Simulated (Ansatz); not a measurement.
Reaction (substitution at a C–C bond): `C=[C]([GaH2])C[SiH2]C` + `[AlH2][SH]` → `C[SiH2]C[S][AlH2]` + `C=[CH][GaH2]`

Gas-phase electronic energies from Ansatz, PBE0-D4/def2-TZVP geometries. CCSD(T)/CBS adds triple-zeta CCSD(T) − MP2 to the extrapolated MP2 energy (def2 sets, frozen cores). This one scheme is used for every species. DFT in def2-TZVPP. B3LYP here is the variant with VWN-RPA as its local correlation; programs differ in this. For Ga outer-core shells are correlated without core-valence functions, which leaves a few kJ/mol of doubt a bond. Scalar relativity is left out up to krypton. Each species was taken in one conformer, which may not be the lowest.

```csv
level,ΔE (kJ/mol),difference from CCSD(T)/CBS
PBE-D4,60.6,0.7
PBE0-D4,61.0,1.1
B3LYP-D4,65.2,5.3
ωB97X-V,60.1,0.2
B2PLYP,60.8,0.9
PBE,57.7,-2.2
B3LYP,61.0,1.1
HF/def2-TZVPP,63.8,3.9
MP2/def2-TZVPP,61.8,1.9
CCSD(T)/def2-TZVPP,62.5,2.6
HF/def2-QZVPP,63.0,3.1
MP2/def2-QZVPP,60.1,0.2
SCS-MP2/def2-QZVPP,59.5,-0.4
HF/CBS(def2),62.9,3.0
MP2/CBS(def2),59.2,-0.7
CCSD/CBS(def2),60.9,1.0
CCSD(T)/CBS,59.9,0
```

Largest T1 diagnostic among the species: 0.013.

The D4 term adds +4.2 kJ/mol with B3LYP and +2.8 kJ/mol with PBE0; it sums over pairs of atoms, weighted by their polarisabilities, and B3LYP, whose exchange is more repulsive, gets the larger term.
